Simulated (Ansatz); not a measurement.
C4H10Cl2GaN can be A, `CC(C)(C)[NH][Ga]([Cl])[Cl]`, or B, `CC[N](CC)[Ga]([Cl])[Cl]`.

Gas-phase electronic energies from Ansatz, PBE0-D4/def2-TZVP geometries. CCSD(T)/CBS is the MP2 limit (def2-TZVPP, def2-QZVPP) plus CCSD(T) − MP2 in def2-TZVPP, frozen cores. Functionals use def2-TZVPP. B3LYP here is the variant with VWN-RPA as its local correlation; programs differ in this. For Ga outer-core shells are correlated without core-valence functions, which leaves a few kJ/mol of doubt a bond. Scalar relativity is left out up to krypton. Each species was taken in one conformer, which may not be the lowest.

Problem. Which isomer does CCSD(T)/CBS put lower? Give the gap. (Estimate.)

Solution. The calculation gave: A, by 43.5 kJ/mol.

Problem. Give E(B) − E(A) in kJ/mol with CCSD(T)/def2-TZVPP, LDA (SPW92), B3LYP, CCSD(T)/def2-SVP, HF/def2-TZVPP, PBE0-D4, r2SCAN-D4. (Estimate.)

Solution. The calculation gave: CCSD(T)/def2-TZVPP 42.7, LDA (SPW92) 39.9, B3LYP 31.8, CCSD(T)/def2-SVP 37.3, HF/def2-TZVPP 36.3, PBE0-D4 37.7, r2SCAN-D4 41.7. None reverses the order clearly.

Largest T1 diagnostic: 0.012.

From BLYP to BHLYP (50 % exact exchange), in def2-TZVPP and without D4, E(B) − E(A) moves by +8.4 kJ/mol. Leaving LDA and LC-ωPBE aside and taking each functional with its dispersion term where it has one, the values, not all of them listed here, spread over 11.8 kJ/mol, from BLYP-D4 to B97M-V. LDA lies +7.0 kJ/mol from PBE without D4.
